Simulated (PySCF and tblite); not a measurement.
Results of a calculation; reference values are marked as such.
Stationary points of C5H10SiSn at B3LYP-D3(BJ)/def2-SVP, in Å:

Structure A

```
 1 Si   -0.971    0.277    2.604
 2 C     0.056   -0.040    1.078
 3 C     0.122   -1.257    0.356
 4 C     0.941   -1.075   -0.779
 5 Sn   -0.432    0.184   -2.376
 6 C     1.405    0.325   -0.753
 7 C     0.845    0.920    0.398
 8 H    -2.372    0.672    2.264
 9 H    -1.042   -0.954    3.446
10 H    -0.368    1.384    3.403
11 H    -0.386   -2.185    0.620
12 H     1.366   -1.863   -1.403
13 H     0.128    1.475   -3.384
14 H    -1.758    0.608   -1.390
15 H    -0.747   -1.153   -3.430
16 H     2.224    0.724   -1.355
17 H     0.989    1.958    0.700
```

Structure B

```
 1 Si   -1.819    0.954    3.990
 2 C    -0.812    0.883    2.420
 3 C    -0.768   -0.177    1.544
 4 C     0.072    0.184    0.382
 5 Sn   -1.413    0.572   -1.244
 6 C     0.610    1.523    0.710
 7 C     0.053    1.934    1.889
 8 H    -2.853    2.031    3.929
 9 H    -2.504   -0.356    4.191
10 H    -0.953    1.236    5.175
11 H    -1.284   -1.131    1.656
12 H     0.744   -0.575   -0.047
13 H    -0.561    1.141   -2.629
14 H    -2.510    1.742   -0.649
15 H    -2.205   -0.908   -1.631
16 H     1.312    2.080    0.088
17 H     0.220    2.901    2.366
```

Level: PBE0/pcSseg-1 (def2-TZVP on Sn) + D3(BJ) on B3LYP-D3(BJ)/def2-SVP stationary points, with GFN2-xTB thermal terms.

Task: Which structure is a saddle point, and along which motion?

Result: A: one imaginary mode (259i cm⁻¹ at GFN2-xTB, mostly on C6, C4, C7), along the shift of Sn5 from C4 to C6.

Task: Give their symmetry and energies above the lowest.

Result: A Cs, 6.6 kcal/mol; B C1, 0.0 kcal/mol.

Spin–orbit effects of heavy atoms on shieldings are missing.
